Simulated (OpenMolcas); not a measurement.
# Ho3+: moving or changing the point charges

Ho3+ among 6 point charges of -0.5 e arranged as a tetragonal octahedron (D4h), 2.63 Å from the ion, with the axial distance 2.472 Å.

| Property | Result |
| --- | --- |
| Program | OpenMolcas |
| Method | CASSCF |
| Basis | ANO-RCC-VDZP [7s6p4d2f1g] |
| Scalar Hamiltonian | DKH2, point nucleus |
| Active space | 10 electrons in 7 orbitals (4f) |
| State averaging | 2S+1 = 5 even, 35 roots (30 in the spin-orbit step); 2S+1 = 3 even, 106 roots kept (CI in the orbitals of an earlier block); 2S+1 = 1 even, 31 roots kept (CI in the orbitals of an earlier block) |
| Spin-orbit coupling | RASSI with atomic mean-field integrals over the reference wave functions |

Runs around this geometry, states (labels of D4, the rotations of D4h). Energies in cm-1 above the lowest state or level, χT in cm3 K/mol.

```json
{"R (Å)": "2.63", "q (e)": "-0.25", "Ground state": "2S+1 = 5", "First state of that spin": "5B1 22.5", "First gap with spin-orbit (degeneracies)": "21.4 (2, 2)", "Width of lowest J": "37", "χT at 300 K": "13.930"}
{"R (Å)": "2.63", "q (e)": "-0.5", "Ground state": "2S+1 = 5", "First state of that spin": "5B1 45.0", "First gap with spin-orbit (degeneracies)": "42.6 (2, 2)", "Width of lowest J": "73", "χT at 300 K": "13.928"}
{"R (Å)": "2.82", "q (e)": "-0.5", "Ground state": "2S+1 = 5", "First state of that spin": "5B1 36.6", "First gap with spin-orbit (degeneracies)": "30.9 (2, 2)", "Width of lowest J": "55", "χT at 300 K": "13.929"}
{"R (Å)": "3.08", "q (e)": "-0.5", "Ground state": "2S+1 = 5", "First state of that spin": "5E 27.6", "First gap with spin-orbit (degeneracies)": "20.6 (2, 2)", "Width of lowest J": "39", "χT at 300 K": "13.930"}
```

Taking the width of the lowest J multiplet as R^-n, n = -ln(39 / 73) / ln(3.08 / 2.63) = 4.0 between the shortest and longest distance.

Scaling the charges by -0.25 / -0.5 = 0.50 scales the width of the lowest J multiplet by 37 / 73 = 0.51; with fixed orbitals a first-order splitting would follow the charge.

High states are left out of the spin-orbit mixing, which shifts the levels that they would mix with. Point charges carry no covalency, so the field is a model and not that of real ligands. An unlabelled pair can be two single states that coincide in this model. A group larger than the point group allows holds several states that coincide in this model. No measured value stands beside these numbers.

A state without a sure symmetry label is named by its multiplicity alone.
